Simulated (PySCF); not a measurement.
**How the method changes the constants of TmCl**

State: triplet, about 12.9 electrons in the 4f shell (Mulliken), real f orbitals that mix terms. Set-up: Tm x2c-SVPall, Cl x2c-SVPall; spin-free X2C with a Gaussian nucleus (PySCF 2.14). De refers to Tm (4f13 6s2) + Cl in their high-spin ground configurations, without counterpoise correction. The functionals are run spin-unrestricted. A positive dipole means Tm(−)Cl(+). Levels whose curve was spin-contaminated or gave no clean fit are not listed.

| Level | Re (Å) | ωe (cm⁻¹) | De (eV) | μ (D) |
| --- | --- | --- | --- | --- |
| UHF | 2.569 | 289 | n/a | -5.26 |
| UHF-MP2 | 2.453 | 319 | n/a | n/a |
| UHF-SCS-MP2 | 2.476 | 313 | n/a | n/a |
| PBE | 2.489 | 298 | 4.10 | -4.38 |
| r²SCAN | 2.481 | 305 | 4.41 | -4.61 |
| PBE0 | 2.474 | 300 | 4.14 | -4.47 |
| HSE06 | 2.473 | 301 | 4.14 | -4.48 |
| MN15 | 2.479 | 303 | 3.70 | -4.91 |

The bond length runs from 2.453 Å (UHF-MP2) to 2.569 Å (UHF). De spans 3.70 eV (MN15, hybrid meta-GGA) to 4.41 eV (r²SCAN, meta-GGA).

Correlated steps freeze 23 core orbitals. Spin–orbit coupling is left out, which matters for elements this heavy, above all for dissociation energies. Counting both spins, an empty level lies below a filled one in some of these solutions, because spin and occupation are held. With d or f electrons several states lie close, and the lowest PBE0 determinant need not be the measured ground state.

The whole job (state search and all levels along the bond) took about 20 min on 2 threads of Arm Neoverse V1 (shared host), peak memory 4.7 GiB.
